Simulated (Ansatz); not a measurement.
Input (CCSDT(Q)/def2-SVP; Ansatz, a quantum-chemistry and plane-wave program):

Ansatz 0.2 input:
```yaml
crystal:
  periodic: [false, false, false]
  atoms:
    - {symbol: Hg, position_ang: [0.00000000, 0.00000000, 0.00000000]}
    - {symbol: Cl, position_ang: [-0.00000000, -0.00000000, -2.28483868]}
    - {symbol: Cl, position_ang: [0.00000000, 0.00000000, 2.28483868]}
basis:
  gaussian:
    orbitals: def2-SVP
magnetization: {spin_polarized: false}
correlation: {method: ccsdt_q, electrons: outside_noble_gas}
```

Output:

```
Functional definition: HF
integrals: 0.06 GiB planned
1143 factors; integrals over basis functions are off by at most 1.7e-7 eV
mean field: 0.31 GiB planned
mean field evaluation 1: about -29149.4116 eV, gradient 2.2e1 eV
mean field evaluation 2: about -29149.8291 eV, gradient 2.2e1 eV
mean field evaluation 4: about -29151.2830 eV, gradient 1.3e0 eV
mean field evaluation 8: about -29151.2984 eV, gradient 8.9e-5 eV
mean field evaluation 16: about -29149.4116 eV, gradient 2.2e1 eV
mean field -29151.29842207 eV, -1071.2904575514 hartree, gradient 2.1e-6 eV, S^2 0.000000; 0 other end points of the search recorded, 0 dependent functions left out
14 core orbitals not correlated
reference -29151.29842207 eV, -1071.2904575514 hartree; 13, 13 occupied and 41, 41 virtual orbitals, 1143 factors
second order -14.95969220 eV of doubles, -0.00000000 eV of singles
coupled cluster: 1.38 GiB planned
cycle   1  -14.80249397 eV  change    1.6e-1 eV  update   1.1e-1
cycle   2  -15.30607295 eV  change   -5.0e-1 eV  update   4.8e-2
cycle   3  -15.55068309 eV  change   -2.4e-1 eV  update   2.8e-2
cycle   4  -15.53002965 eV  change    2.1e-2 eV  update   9.3e-3
cycle   5  -15.50614094 eV  change    2.4e-2 eV  update   4.1e-3
cycle   6  -15.50861329 eV  change   -2.5e-3 eV  update   1.5e-3
cycle   7  -15.50988902 eV  change   -1.3e-3 eV  update   5.9e-4
cycle   8  -15.51004998 eV  change   -1.6e-4 eV  update   2.4e-4
cycle   9  -15.50993545 eV  change    1.1e-4 eV  update   9.6e-5
cycle  10  -15.50994377 eV  change   -8.3e-6 eV  update   4.0e-5
cycle  11  -15.50986091 eV  change    8.3e-5 eV  update   1.6e-5
cycle  12  -15.50987089 eV  change   -1.0e-5 eV  update   6.1e-6
cycle  13  -15.50987751 eV  change   -6.6e-6 eV  update   2.2e-6
cycle  14  -15.50987832 eV  change   -8.1e-7 eV  update   7.9e-7
perturbative correction -0.02915417 eV, -0.0010713958 hartree
Total energy: -29166.83745456 eV, -1071.8615064625 hartree
```
